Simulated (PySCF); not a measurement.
**Atomic charges by several schemes**

Species: C4H8SSi2.
Geometry (GFN2-xTB, Å), atoms numbered from 1 in this order:
```
atom  x, y, z in Å
Si1   -2.973    0.326    0.473
S2    -1.620    0.614   -1.176
C3    -0.040    0.169   -0.581
C4     0.268   -0.263    0.653
C5     1.669   -0.564    0.872
C6     2.503   -0.379   -0.163
Si7    1.534    0.241   -1.651
H8    -2.577    1.200    1.570
H9    -2.943   -1.078    0.866
H10   -4.242    0.715   -0.117
H11   -0.445   -0.393    1.456
H12    1.983   -0.918    1.844
H13    3.559   -0.576   -0.088
H14    1.847    1.608   -2.064
H15    1.472   -0.694   -2.772
```

Density: PBE0/pcSseg-1 (PySCF); schemes: Mulliken, IAO, Hirshfeld and ESP-fitted. Isolated species at its GFN2-xTB geometry (one conformer only).

Question: Give the atomic charges in each scheme.

Answer: In e:

| atom | environment | Mulliken | IAO | Hirshfeld | ESP-fitted |
| --- | --- | --- | --- | --- | --- |
| Si1 | SiH3 silicon | +0.433 | +0.533 | +0.299 | +0.357 |
| S2 | sulfur bonded to C and Si | -0.167 | -0.083 | -0.070 | -0.258 |
| C3 | fully substituted alkene carbon | -0.521 | -0.373 | -0.105 | -0.157 |
| C4 | alkene CH carbon | -0.100 | -0.185 | -0.070 | -0.083 |
| C5 | alkene CH carbon | -0.071 | -0.121 | -0.039 | -0.086 |
| C6 | alkene CH carbon | -0.394 | -0.456 | -0.158 | -0.485 |
| Si7 | SiH2 silicon | +0.800 | +0.760 | +0.336 | +0.579 |
| H8 | Si–H hydrogen | -0.054 | -0.113 | -0.069 | -0.068 |
| H9 | Si–H hydrogen | -0.054 | -0.113 | -0.069 | -0.068 |
| H10 | Si–H hydrogen | -0.055 | -0.093 | -0.063 | -0.029 |
| H11 | vinylic hydrogen | +0.117 | +0.141 | +0.043 | +0.133 |
| H12 | vinylic hydrogen | +0.092 | +0.152 | +0.052 | +0.143 |
| H13 | vinylic hydrogen | +0.109 | +0.157 | +0.040 | +0.193 |
| H14 | Si–H hydrogen | -0.068 | -0.103 | -0.063 | -0.087 |
| H15 | Si–H hydrogen | -0.068 | -0.103 | -0.063 | -0.086 |

Mean size of the charges over all atoms: IAO 0.232 e, Mulliken 0.207 e, ESP-fitted 0.187 e, Hirshfeld 0.103 e. Each set sums to the total charge, 0, to within 0.001 e. The Hirshfeld scheme weights the molecular density at each point by an atom's share of the summed free-atom densities. The ESP scheme is a least-squares fit of atom-centred charges to the potential on four shells outside the van der Waals surface, with the total charge fixed.

Lowest charge. The schemes don't all agree: Mulliken C3 (-0.521); IAO C6 (-0.456); Hirshfeld C6 (-0.158); ESP-fitted C6 (-0.485).

Highest charge. All schemes agree: Mulliken Si7 (+0.800); IAO Si7 (+0.760); Hirshfeld Si7 (+0.336); ESP-fitted Si7 (+0.579).

Question: Sum the charges by element, for elements with more than one atom.

Answer: 
```csv
element,atoms,Mulliken,IAO,Hirshfeld,ESP-fitted
Si,2,+1.233,+1.292,+0.635,+0.936
C,4,-1.085,-1.135,-0.372,-0.811
H,8,+0.019,-0.074,-0.193,+0.132
```

Question: How closely do the schemes follow one another over all atoms?

Answer: Correlation coefficient and root-mean-square difference: Mulliken with IAO 0.97, 0.069 e; IAO with Hirshfeld 0.97, 0.174 e; IAO with ESP-fitted 0.95, 0.104 e; Mulliken with Hirshfeld 0.93, 0.180 e; Hirshfeld with ESP-fitted 0.93, 0.130 e; Mulliken with ESP-fitted 0.92, 0.120 e.

These values come from a run that also computed NMR shieldings. Time: 78 s; peak memory 0.82 GiB. Hardware: one thread of an Intel Xeon at 2.50 GHz (shared host).
